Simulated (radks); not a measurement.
The nuclear charge of the thallium ion Tl2+ is varied continuously with 79 electrons held in [Xe] 4f14 5d10 6s1. Calculated with a radial shooting solver on a logarithmic mesh with Libxc functionals: Dirac Kohn-Sham, PBE, spin-unpolarised, spherical densities, point nucleus. By the Hellmann-Feynman theorem dE/dZ = E(electron-nucleus)/Z, the electronic potential at the nucleus.

| Z | E (hartree) | E(electron-nucleus)/Z (hartree) | HOMO | e(HOMO) (eV) | <r> HOMO (bohr) |
|---|---|---|---|---|---|
| 80 | -19661.7610 | -619.886 | 6s1/2 | -14.719 | 2.512 |
| 80.5 | -19973.2656 | -626.136 | 6s1/2 | -19.850 | 2.384 |
| 81 | -20287.9018 | -632.413 | 6s1/2 | -25.367 | 2.275 |
| 81.5 | -20605.6838 | -638.720 | 6s1/2 | -31.246 | 2.180 |
| 82 | -20926.6271 | -645.059 | 6s1/2 | -37.469 | 2.096 |

The central difference of E at Z = 81 is -632.418 hartree, to compare with the third column; the second derivative is -12.6 hartree.
